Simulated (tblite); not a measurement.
Compound: C6H11NOSi.
Structure used (GFN2-xTB), in Å, numbered top down from 1:
```xyz
20
C6H11NOSi angstrom
C      3.8906   -0.7364   -0.4332
C      2.8483    0.0797   -0.4690
N      1.5871   -0.2520   -0.0073
C      0.5023    0.5886   -0.0911
O      0.5883    1.7013   -0.5668
C     -0.7692   -0.0278    0.3809
C     -1.9159    0.9736    0.6122
C     -3.0148    0.3705   -0.2892
Si    -1.7794   -0.8736   -1.0370
H      3.8202   -1.7338   -0.0319
H      4.8485   -0.4278   -0.8058
H      2.8964    1.0819   -0.8687
H      1.4662   -1.1728    0.3890
H     -0.5837   -0.6726    1.2398
H     -1.6079    1.9575    0.2602
H     -2.2080    1.0538    1.6582
H     -3.4663    1.0926   -0.9654
H     -3.8207   -0.0792    0.2888
H     -2.0052   -2.3054   -0.8261
H     -1.2820   -0.6074   -2.3827
```

Calculated harmonic vibrations of the isolated species, GFN2-xTB (tblite), most abundant isotopes, no scaling. Against measured fundamentals such values can be off by several per cent, at times by over 20. Modes of hydrogen on silicon can be 10 to 20 % off. One conformer, not necessarily the lowest.

Harmonic wavenumbers (cm⁻¹): 32.4, 58.5, 89.7, 130.2, 149.5, 184.6, 273.1, 352.1, 419.9, 427.5, 460.7, 528.4, 566.0, 599.9, 627.8, 668.0, 684.0, 708.1, 740.1, 763.5, 807.1, 829.9, 876.0, 933.6, 973.4, 1003.6, 1020.5, 1040.7, 1079.6, 1100.3, 1136.7, 1179.6, 1210.8, 1226.0, 1241.5, 1275.8, 1306.5, 1359.3, 1426.9, 1461.0, 1482.2, 1703.7, 1721.6, 2251.0, 2306.1, 2962.8, 2989.2, 3004.4, 3009.2, 3017.6, 3091.6, 3106.0, 3161.4, 3429.8.

A = 3241, B = 721.7, C = 648.6 MHz; mass 141.061 u (most abundant isotopes); point group C1, symmetry number 1.

Problem. What is the zero-point energy?

Solution. Half the sum of the wavenumbers: 34095 cm⁻¹ = 97.48 kcal/mol.

Problem. Entropy at 500 K, 1 bar (ideal gas, RRHO, classical rotation)?

Solution. Translation 43.34, rotation 31.28, vibration 54.38: S = 129.0 cal/(mol K).

Problem. And Cp and H(500 K) − H(0)?

Solution. Cp = 61.79 cal/(mol K), of which vibrations give 53.85 (their classical limit is 54 R = 107.3); H(500 K) − H(0) = 17.82 kcal/mol without the zero-point energy, 13.85 from vibrations.

Problem. Which modes carry the vibrational entropy at 500 K?

Solution. 32.4 cm⁻¹: 6.70; 58.5 cm⁻¹: 5.53; 89.7 cm⁻¹: 4.68; 130.2 cm⁻¹: 3.95; 149.5 cm⁻¹: 3.68; 184.6 cm⁻¹: 3.27 cal/(mol K); the other 48 give 26.57 together.

Problem. Blend soft modes into free rotors: weight 1/[1 + (100 cm⁻¹/ν̃)⁴] for the oscillator and the rest for a rotor with moment μB/(μ + B), μ = h/(8π²ν), B = 10⁻⁴⁴ kg m². What vibrational entropy results?

Solution. 49.63 cal/(mol K) in place of 54.38, which changes −T·S at 500 K by +2.38 kcal/mol.

Problem. How do the functions run with temperature in this model?

Solution. 
| T (K) | S (cal/(mol K)) | Cp (cal/(mol K)) | H − H(0) (kcal/mol) | G − H(0) (kcal/mol) | ln q(vib) |
| --- | --- | --- | --- | --- | --- |
| 150 | 80.7 | 24.0 | 2.45 | -9.67 | 3.69 |
| 250 | 95.7 | 35.6 | 5.42 | -18.50 | 6.46 |
| 298.15 | 102.4 | 41.4 | 7.27 | -23.27 | 7.79 |
| 400 | 116.2 | 52.7 | 12.08 | -34.41 | 10.64 |
| 600 | 140.9 | 69.2 | 24.38 | -60.18 | 16.20 |
| 900 | 172.1 | 84.4 | 47.62 | -107.31 | 24.10 |

q(vib) and H(0) count from the zero-point level.

Hindered rotation and anharmonicity are outside this model. Other conformers, if any are populated, would add a mixing term that is left out. The structure is chiral; the term R ln 2 for an equal mix with its mirror image is left out.
